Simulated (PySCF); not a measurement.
**Electron correlation in Ti⁺ (titanium, charge +1)**

Starting occupation: [Ar] 3d1 4s1 4p1, 3d5/2 with m_j = +5/2, 4s1/2 with m_j = +1/2, 4p3/2 with m_j = +3/2. Calculation: PySCF 2.14, in x2c-SVPall-2c with one added diffuse shell each of s, d type (6s5p4d1f, 48 functions); X2C-1e with screened-nucleus spin-orbit coupling, Gaussian nucleus. Frozen: [Ne]; 11 electrons correlated; the 6 highest virtual spinors left out.

MP2 pair energies summed by pair of shells (mhartree):

```csv
pair,energy,share (%)
3p-3p,-123.21,71.1
3d-3p,-16.88,9.7
3p-3s,-7.33,4.2
3p-4p,-7.16,4.1
3p-4s,-7.00,4.0
3s-3s,-4.71,2.7
4p-4s,-2.25,1.3
3d-3s,-1.97,1.1
3d-4s,-1.30,0.7
3d-4p,-0.61,0.4
3s-4s,-0.59,0.3
3s-4p,-0.25,0.1
```

Total MP2 correlation energy: -173.24 mhartree.

The GHF reference relaxed away from the jj start to a determinant that is no pure jj level (⟨S²⟩ = 3.75, ⟨J²⟩ = 24.78); the energies belong to that determinant.

This basis was not built for core-valence correlation, so the inner-shell part is incomplete.
